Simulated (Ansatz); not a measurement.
Total energies of ClH2MoNOS, SMILES `[NH2][Mo](=[O])(=[S])[Cl]`.

```tsv
atom	x (Å)	y (Å)	z (Å)
N1	0.799	0.415	0.810
Mo2	-0.411	-0.307	-0.472
O3	0.043	-1.879	-0.788
S4	-2.354	-0.235	0.340
Cl5	-0.338	0.900	-2.381
H6	0.549	1.090	1.518
H7	1.713	0.016	0.973
```

Total charge 0; spin multiplicity 1. Correlated methods include outer-core shells of Mo, which these sets cover unevenly. Mo takes the def2 core potential. All single points use the PBE0-D4/def2-TZVP geometry. It is one conformer, not always the lowest. Basis def2-TZVPP, Ansatz 0.2.0.

RPA on PBE orbitals: Hartree–Fock energy of these orbitals -1055.13316 Eh, correlation -2.07132 Eh (frozen core).

```
             functional  energy without D4 (Eh)  D4 term (kJ/mol)
            LDA (SPW92)             -1054.13520                 –
                    PBE             -1057.61181             -24.9
                 B97M-V             -1057.81519                 –
                   PBE0             -1057.60300             -21.3
                  B3LYP             -1058.10706             -40.7
                r2SCANh             -1057.94214              -6.2
                r2SCAN0             -1057.87439              -7.0
HSE06 (plane-wave form)             -1057.58233             -20.2
                  BHLYP             -1057.82210             -35.9
              CAM-B3LYP             -1057.96661             -22.2
                LC-ωPBE             -1057.71204                 –
                ωB97X-V             -1057.81616                 –
                ωB97M-V             -1057.85883                 –
                 B2PLYP             -1057.64207                 –
```

Task: Give the same for revPBE, BLYP, r2SCAN, PBE-QIDH. (Estimate.)

Result: Computed: 
| functional | energy without D4 (Eh) | D4 term (kJ/mol) |
| --- | --- | --- |
| revPBE | -1057.93885 | -60.8 |
| BLYP | -1058.03220 | -52.8 |
| r2SCAN | -1057.98861 | -5.7 |
| PBE-QIDH | -1057.36130 | – |

B3LYP takes the VWN-RPA correlation (the form of Gaussian; ORCA's B3LYP/G). HSE06 is the plane-wave form, built on full-range PBE exchange. The double hybrids freeze the cores in their second-order part.

LC-ωPBE has ω = 0.4 bohr⁻¹.
